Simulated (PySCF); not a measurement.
F4H2SSi2. Atoms are numbered in the order given.

```xyz
9

Si     1.8004     0.3129     1.0192
F      2.1907    -1.2265     0.6952
S      0.5954     1.1214    -0.5876
Si    -1.1159    -0.0920    -0.3918
F     -2.4423     0.7933    -0.2439
F     -0.9981    -1.0264     0.9110
F     -1.3301    -1.0440    -1.6604
H      1.0858     0.3521     2.3112
H      3.0231     1.1454     0.9887
```

Geometry: B3LYP-D3(BJ)/def2-SVP. The structure was generated by enumeration, and PubChem lists no compound with its InChIKey, so it may never have been made. One conformer was computed; it need not be the lowest.

Level of theory: PBE/pcSseg-1 (PySCF).

GIAO shieldings, no solvent; atoms listed in one row are averaged. δ = σ(ref) − σ: ²⁹Si against TMS (σ = 335.4 ppm); ¹⁹F against CFCl3 (σ = 133.6 ppm); ³³S against H2S (σ = 706.5 ppm); ¹H against TMS (σ = 31.49 ppm), references at their B3LYP-D3(BJ)/def2-TZVP geometries, non-relativistic.

```json
[
 {"nucleus": "²⁹Si", "atoms": "Si1", "count": "1", "δ (ppm)": "6.9"},
 {"nucleus": "²⁹Si", "atoms": "Si4", "count": "1", "δ (ppm)": "-50.0"},
 {"nucleus": "¹⁹F", "atoms": "F5, F6, F7", "count": "3", "δ (ppm)": "-145.7"},
 {"nucleus": "¹⁹F", "atoms": "F2", "count": "1", "δ (ppm)": "-200.8"},
 {"nucleus": "³³S", "atoms": "S3", "count": "1", "δ (ppm)": "49.8"},
 {"nucleus": "¹H", "atoms": "H8", "count": "1", "δ (ppm)": "6.11"},
 {"nucleus": "¹H", "atoms": "H9", "count": "1", "δ (ppm)": "5.89"}
]
```
